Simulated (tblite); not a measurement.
Record of a relaxation.

Compound: C2H9ClOSi3.
Bonds: C1–C2, C2–O3 (double), C2–Si4, Si4–Si5, Si4–Si6, Si4–Cl7. Hydrogens: H8, H9, H10 on C1; H11, H12, H13 on Si5; H14, H15, H16 on Si6.

Computed with GFN2-xTB (tblite), gas phase: L-BFGS steps from a force-field or distance-geometry start until the largest atomic force falls under 0.01 eV/Å. 12 of its 55 geometries are shown.

Step 0: E = -616.8516 eV, largest atomic force 1.260 eV/Å
```
atom  x, y, z in Å  |  force x, y, z in eV/Å
C1      2.568   -0.387    0.480    0.130   0.147  -0.383
C2      1.343   -0.181   -0.389    1.100  -0.220   0.177
O3      1.398   -0.162   -1.600    0.054   0.008  -0.112
Si4    -0.329    0.044    0.404   -0.718  -0.012   0.683
Si5    -1.730   -1.589   -0.357   -0.542  -0.912  -0.441
Si6    -1.210    2.027   -0.270   -0.035   1.258  -0.056
Cl7    -0.199   -0.034    2.462    0.139  -0.012  -0.034
H8      2.461   -1.288    1.085   -0.132   0.179   0.029
H9      3.446   -0.498   -0.156    0.031   0.017   0.048
H10     2.708    0.483    1.133   -0.141  -0.283  -0.078
H11    -1.942   -1.502   -1.835    0.093  -0.041   0.573
H12    -3.067   -1.472    0.285    0.330  -0.040  -0.172
H13    -1.200   -2.937   -0.032   -0.207   0.193  -0.133
H14    -2.518    2.259    0.380    0.215  -0.022  -0.123
H15    -0.316    3.162    0.123   -0.359  -0.253  -0.186
H16    -1.423    2.083   -1.725    0.042  -0.007   0.205
```

Step 5: E = -616.9867 eV, largest atomic force 0.247 eV/Å
```
atom  x, y, z in Å  |  force x, y, z in eV/Å
C1      2.591   -0.388    0.462   -0.090   0.026   0.013
C2      1.361   -0.189   -0.380    0.136  -0.006  -0.054
O3      1.413   -0.164   -1.593   -0.099   0.009   0.022
Si4    -0.381    0.044    0.416    0.110   0.009   0.027
Si5    -1.755   -1.646   -0.369    0.098  -0.017   0.062
Si6    -1.212    2.095   -0.271    0.111   0.017   0.085
Cl7    -0.176   -0.038    2.478    0.062  -0.008  -0.102
H8      2.447   -1.267    1.086    0.040  -0.062  -0.001
H9      3.481   -0.499   -0.161   -0.111   0.011   0.098
H10     2.696    0.463    1.131    0.051   0.034  -0.009
H11    -1.938   -1.511   -1.807   -0.009  -0.057  -0.060
H12    -3.056   -1.485    0.272   -0.146  -0.086   0.022
H13    -1.219   -2.960   -0.045   -0.054  -0.238  -0.035
H14    -2.512    2.272    0.372   -0.078   0.124   0.011
H15    -0.328    3.191    0.112   -0.032   0.183  -0.038
H16    -1.419    2.089   -1.714    0.011   0.061  -0.043
```

Step 10: E = -617.0257 eV, largest atomic force 0.165 eV/Å
```
atom  x, y, z in Å  |  force x, y, z in eV/Å
C1      2.591   -0.388    0.466   -0.037   0.005   0.029
C2      1.368   -0.189   -0.381   -0.130   0.034  -0.036
O3      1.403   -0.163   -1.594    0.072  -0.013  -0.011
Si4    -0.381    0.046    0.410   -0.054  -0.003  -0.083
Si5    -1.750   -1.699   -0.350   -0.015   0.020   0.011
Si6    -1.194    2.143   -0.251   -0.035  -0.054  -0.014
Cl7    -0.131   -0.044    2.466    0.032  -0.003   0.003
H8      2.448   -1.270    1.086    0.002  -0.024   0.021
H9      3.487   -0.499   -0.140   -0.009  -0.016  -0.051
H10     2.702    0.465    1.131   -0.014   0.036   0.039
H11    -1.935   -1.544   -1.797    0.041  -0.063   0.088
H12    -3.082   -1.535    0.260    0.129  -0.098  -0.029
H13    -1.263   -3.061   -0.072   -0.087   0.115  -0.026
H14    -2.519    2.332    0.364    0.128   0.060  -0.020
H15    -0.346    3.294    0.091   -0.078  -0.038  -0.019
H16    -1.406    2.120   -1.702    0.055   0.043   0.097
```

Step 15: E = -617.0354 eV, largest atomic force 0.069 eV/Å
```
atom  x, y, z in Å  |  force x, y, z in eV/Å
C1      2.581   -0.386    0.469   -0.007  -0.002   0.000
C2      1.359   -0.186   -0.385    0.027  -0.014   0.015
O3      1.413   -0.165   -1.597    0.014   0.002  -0.023
Si4    -0.390    0.046    0.401    0.048   0.000   0.049
Si5    -1.744   -1.703   -0.344   -0.028  -0.024  -0.032
Si6    -1.188    2.144   -0.244   -0.016   0.045  -0.020
Cl7    -0.114   -0.046    2.457    0.008   0.000  -0.033
H8      2.447   -1.271    1.089   -0.039   0.024   0.001
H9      3.475   -0.500   -0.141   -0.043   0.014  -0.013
H10     2.699    0.468    1.136   -0.037  -0.015  -0.006
H11    -1.926   -1.565   -1.786    0.022  -0.014  -0.038
H12    -3.073   -1.567    0.259   -0.019  -0.027   0.041
H13    -1.287   -3.069   -0.081    0.028  -0.010   0.031
H14    -2.504    2.361    0.364   -0.007   0.026   0.036
H15    -0.365    3.311    0.084    0.024  -0.014   0.026
H16    -1.392    2.137   -1.691    0.024   0.008  -0.035
```

Step 20: E = -617.0388 eV, largest atomic force 0.089 eV/Å
```
atom  x, y, z in Å  |  force x, y, z in eV/Å
C1      2.573   -0.385    0.470   -0.020   0.004  -0.002
C2      1.357   -0.187   -0.389   -0.005   0.011  -0.025
O3      1.423   -0.165   -1.601   -0.031   0.002  -0.008
Si4    -0.389    0.047    0.400   -0.067   0.004  -0.059
Si5    -1.748   -1.710   -0.348    0.025  -0.002   0.016
Si6    -1.189    2.152   -0.247    0.028  -0.002   0.020
Cl7    -0.102   -0.048    2.449    0.006  -0.001   0.007
H8      2.433   -1.267    1.092   -0.003  -0.014  -0.009
H9      3.462   -0.497   -0.147    0.007  -0.004   0.043
H10     2.685    0.467    1.138   -0.004   0.013  -0.011
H11    -1.914   -1.579   -1.794   -0.004  -0.010   0.010
H12    -3.073   -1.591    0.270   -0.001  -0.001  -0.009
H13    -1.287   -3.073   -0.073    0.038   0.000   0.016
H14    -2.498    2.382    0.375   -0.001   0.003  -0.007
H15    -0.362    3.314    0.091    0.034  -0.013   0.015
H16    -1.377    2.147   -1.696   -0.002   0.011   0.003
```

Step 25: E = -617.0433 eV, largest atomic force 0.149 eV/Å
```
atom  x, y, z in Å  |  force x, y, z in eV/Å
C1      2.548   -0.382    0.470    0.007   0.006  -0.029
C2      1.343   -0.183   -0.407   -0.048  -0.017   0.023
O3      1.416   -0.164   -1.618    0.012   0.004   0.012
Si4    -0.412    0.051    0.374    0.101  -0.006   0.110
Si5    -1.746   -1.728   -0.346   -0.008  -0.021   0.011
Si6    -1.182    2.170   -0.243   -0.013   0.002  -0.008
Cl7    -0.087   -0.049    2.431   -0.046   0.008  -0.092
H8      2.406   -1.267    1.089   -0.041   0.047  -0.009
H9      3.448   -0.495   -0.129    0.026  -0.010  -0.034
H10     2.657    0.475    1.133   -0.046  -0.021   0.012
H11    -1.901   -1.607   -1.797   -0.028  -0.032   0.040
H12    -3.071   -1.625    0.279    0.019  -0.006  -0.047
H13    -1.255   -3.077   -0.050    0.026   0.003  -0.002
H14    -2.487    2.414    0.385    0.025   0.006  -0.043
H15    -0.329    3.306    0.115    0.026  -0.002   0.002
H16    -1.357    2.171   -1.698   -0.013   0.038   0.053
```

Step 29: E = -617.0485 eV, largest atomic force 0.144 eV/Å
```
atom  x, y, z in Å  |  force x, y, z in eV/Å
C1      2.521   -0.377    0.463    0.019  -0.007   0.014
C2      1.323   -0.181   -0.424    0.076   0.004  -0.019
O3      1.408   -0.161   -1.634   -0.017  -0.002  -0.017
Si4    -0.425    0.053    0.362   -0.013  -0.003  -0.071
Si5    -1.738   -1.750   -0.340    0.041   0.014   0.012
Si6    -1.169    2.187   -0.237    0.043  -0.014   0.023
Cl7    -0.080   -0.049    2.395   -0.032   0.000   0.140
H8      2.365   -1.257    1.084   -0.026  -0.014   0.015
H9      3.435   -0.495   -0.114   -0.031   0.015  -0.050
H10     2.614    0.479    1.129   -0.014   0.009   0.002
H11    -1.894   -1.650   -1.790   -0.028  -0.034   0.001
H12    -3.065   -1.666    0.278   -0.014  -0.007  -0.018
H13    -1.210   -3.079   -0.022    0.014  -0.008  -0.002
H14    -2.470    2.452    0.385   -0.008   0.012  -0.013
H15    -0.285    3.294    0.143    0.004  -0.006  -0.005
H16    -1.338    2.209   -1.688   -0.016   0.041  -0.012
```

Step 34: E = -617.0529 eV, largest atomic force 0.073 eV/Å
```
atom  x, y, z in Å  |  force x, y, z in eV/Å
C1      2.499   -0.374    0.458   -0.013   0.003  -0.010
C2      1.316   -0.178   -0.443   -0.073   0.004  -0.005
O3      1.402   -0.159   -1.653    0.027  -0.003   0.017
Si4    -0.434    0.054    0.345    0.019   0.007   0.062
Si5    -1.725   -1.769   -0.333   -0.031  -0.025  -0.013
Si6    -1.150    2.201   -0.230   -0.033   0.010  -0.028
Cl7    -0.088   -0.048    2.395   -0.053   0.007  -0.011
H8      2.325   -1.250    1.080    0.030  -0.016  -0.014
H9      3.417   -0.491   -0.112    0.024  -0.005  -0.003
H10     2.576    0.483    1.125    0.036   0.012  -0.006
H11    -1.896   -1.698   -1.783    0.001  -0.025  -0.008
H12    -3.061   -1.704    0.271    0.023  -0.008   0.003
H13    -1.166   -3.083    0.001    0.000   0.002   0.001
H14    -2.454    2.488    0.381    0.023   0.001   0.004
H15    -0.244    3.282    0.166    0.012   0.012   0.005
H16    -1.325    2.255   -1.680    0.010   0.024   0.006
```

Step 39: E = -617.0553 eV, largest atomic force 0.088 eV/Å
```
atom  x, y, z in Å  |  force x, y, z in eV/Å
C1      2.489   -0.372    0.454    0.024  -0.004   0.001
C2      1.304   -0.177   -0.449    0.072   0.000   0.051
O3      1.401   -0.159   -1.658   -0.063   0.006   0.009
Si4    -0.441    0.056    0.349   -0.047  -0.010  -0.065
Si5    -1.721   -1.782   -0.334    0.030   0.015   0.000
Si6    -1.143    2.211   -0.230    0.035   0.012   0.019
Cl7    -0.115   -0.045    2.399   -0.027   0.005  -0.011
H8      2.318   -1.251    1.073    0.021   0.021  -0.003
H9      3.410   -0.491   -0.115   -0.032   0.005  -0.002
H10     2.570    0.487    1.119    0.009  -0.030  -0.012
H11    -1.897   -1.733   -1.783    0.011  -0.007  -0.008
H12    -3.055   -1.726    0.270   -0.019  -0.006   0.022
H13    -1.146   -3.086    0.012    0.001  -0.003   0.004
H14    -2.441    2.508    0.382   -0.015   0.007   0.018
H15    -0.224    3.279    0.177   -0.011  -0.013  -0.004
H16    -1.315    2.289   -1.679    0.010   0.004  -0.019
```

Step 44: E = -617.0589 eV, largest atomic force 0.046 eV/Å
```
atom  x, y, z in Å  |  force x, y, z in eV/Å
C1      2.478   -0.369    0.447   -0.015  -0.008  -0.008
C2      1.288   -0.174   -0.446   -0.037   0.016  -0.022
O3      1.371   -0.154   -1.656    0.011  -0.004  -0.005
Si4    -0.469    0.059    0.328    0.017   0.005   0.003
Si5    -1.712   -1.806   -0.335   -0.013  -0.018   0.003
Si6    -1.127    2.234   -0.230   -0.010   0.001  -0.002
Cl7    -0.178   -0.036    2.387   -0.011   0.002  -0.010
H8      2.309   -1.250    1.062    0.013   0.006   0.038
H9      3.394   -0.489   -0.127    0.000   0.012  -0.027
H10     2.562    0.490    1.110    0.012  -0.020   0.019
H11    -1.889   -1.804   -1.787    0.004   0.010   0.008
H12    -3.044   -1.776    0.280    0.007   0.001  -0.009
H13    -1.104   -3.088    0.039    0.004  -0.002   0.003
H14    -2.417    2.550    0.394    0.006   0.000  -0.010
H15    -0.182    3.268    0.202    0.011   0.010   0.008
H16    -1.287    2.355   -1.679   -0.001  -0.011   0.012
```

Step 49: E = -617.0594 eV, largest atomic force 0.016 eV/Å
```
atom  x, y, z in Å  |  force x, y, z in eV/Å
C1      2.476   -0.370    0.445   -0.002   0.003   0.002
C2      1.284   -0.173   -0.447    0.008  -0.007   0.010
O3      1.369   -0.154   -1.657    0.005   0.001   0.005
Si4    -0.472    0.061    0.326   -0.006  -0.005  -0.005
Si5    -1.712   -1.811   -0.335    0.007   0.000   0.003
Si6    -1.125    2.237   -0.230    0.006   0.007   0.004
Cl7    -0.189   -0.034    2.384   -0.001   0.000   0.003
H8      2.312   -1.249    1.067    0.003   0.000  -0.013
H9      3.390   -0.487   -0.134   -0.016  -0.002   0.000
H10     2.565    0.486    1.112   -0.001   0.003  -0.008
H11    -1.888   -1.810   -1.786    0.003   0.007   0.002
H12    -3.043   -1.781    0.279   -0.005  -0.001  -0.003
H13    -1.099   -3.090    0.042    0.003  -0.001   0.003
H14    -2.414    2.554    0.393   -0.004   0.004  -0.003
H15    -0.177    3.269    0.206    0.000  -0.001   0.003
H16    -1.285    2.360   -1.677    0.000  -0.009   0.000
```

Step 54: E = -617.0595 eV, largest atomic force 0.008 eV/Å
```
atom  x, y, z in Å  |  force x, y, z in eV/Å
C1      2.475   -0.369    0.445    0.002  -0.002  -0.001
C2      1.282   -0.174   -0.446   -0.001   0.005  -0.002
O3      1.370   -0.154   -1.657   -0.005  -0.001  -0.001
Si4    -0.474    0.060    0.324   -0.001   0.003   0.007
Si5    -1.711   -1.812   -0.334   -0.001   0.001   0.000
Si6    -1.124    2.239   -0.229   -0.001  -0.005   0.001
Cl7    -0.191   -0.034    2.384   -0.001   0.000   0.001
H8      2.313   -1.249    1.066   -0.001  -0.003   0.002
H9      3.386   -0.487   -0.136    0.005   0.001  -0.002
H10     2.565    0.487    1.111   -0.001   0.001  -0.002
H11    -1.886   -1.809   -1.785    0.004   0.002   0.000
H12    -3.043   -1.783    0.278   -0.001  -0.003  -0.002
H13    -1.097   -3.090    0.044    0.000   0.000   0.001
H14    -2.414    2.557    0.392    0.000   0.004  -0.002
H15    -0.175    3.269    0.208    0.000   0.000   0.001
H16    -1.284    2.358   -1.677    0.003  -0.003   0.000
```

Q: Summarise the path.

A: The energy falls by 0.2079 eV from step 0 to step 54; nine tenths of that is first reached at step 20. It falls at every step. The largest force goes from 1.260 to 0.008 eV/Å. Among the bonds C2–Si4 changes most (a near tie, within 0.001 Å, with another), from 1.864 to 1.932 Å; the atoms move by 0.206 Å rms after alignment.

The cost below is that of the whole relaxation. Time: 0.45 s wall. Hardware: one thread of an Arm Neoverse V2, shared host with 32 logical CPUs at a one-minute load of 22.
